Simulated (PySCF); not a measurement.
**Radial density of In (indium, neutral)**

UHF, [Kr] 4d10 5s2 5p1, 2P determinant. All numbers are calculated (PySCF 2.14, a scalar-relativistic core potential, in aug-cc-pVDZ-PP with ECP28MDF (5s4p3d, 32 functions)). This is the valence pseudo-density: the core potential removes the inner electrons and smooths the orbitals near the nucleus.

```json
{"r (bohr)": "0.0165", "4πr²ρ (e/bohr)": "1.844e-05", "4πr²(ρα − ρβ)": "0.0000"}
{"r (bohr)": "0.0278", "4πr²ρ (e/bohr)": "4.606e-05", "4πr²(ρα − ρβ)": "0.0000"}
{"r (bohr)": "0.0468", "4πr²ρ (e/bohr)": "0.0001069", "4πr²(ρα − ρβ)": "0.0000"}
{"r (bohr)": "0.0787", "4πr²ρ (e/bohr)": "0.0004275", "4πr²(ρα − ρβ)": "0.0000"}
{"r (bohr)": "0.132", "4πr²ρ (e/bohr)": "0.004905", "4πr²(ρα − ρβ)": "0.0000"}
{"r (bohr)": "0.223", "4πr²ρ (e/bohr)": "0.07842", "4πr²(ρα − ρβ)": "0.0000"}
{"r (bohr)": "0.375", "4πr²ρ (e/bohr)": "1.655", "4πr²(ρα − ρβ)": "0.0015"}
{"r (bohr)": "0.630", "4πr²ρ (e/bohr)": "15.71", "4πr²(ρα − ρβ)": "0.0204"}
{"r (bohr)": "1.06", "4πr²ρ (e/bohr)": "17.23", "4πr²(ρα − ρβ)": "-0.0145"}
{"r (bohr)": "1.78", "4πr²ρ (e/bohr)": "3.941", "4πr²(ρα − ρβ)": "0.1181"}
{"r (bohr)": "3.00", "4πr²ρ (e/bohr)": "1.101", "4πr²(ρα − ρβ)": "0.3124"}
{"r (bohr)": "5.04", "4πr²ρ (e/bohr)": "0.2191", "4πr²(ρα − ρβ)": "0.1403"}
{"r (bohr)": "8.48", "4πr²ρ (e/bohr)": "0.008433", "4πr²(ρα − ρβ)": "0.0078"}
{"r (bohr)": "14.3", "4πr²ρ (e/bohr)": "5.845e-05", "4πr²(ρα − ρβ)": "0.0001"}
```

Energies and moments cover only the electrons outside the core potential.

Q: Where is the radial spin density 4πr²(ρα − ρβ) most negative, and why is it negative at all?

A: Around r = 1.06 bohr, down to -0.0145 e/bohr: exchange with the open shell polarises the paired shells in an unrestricted calculation.
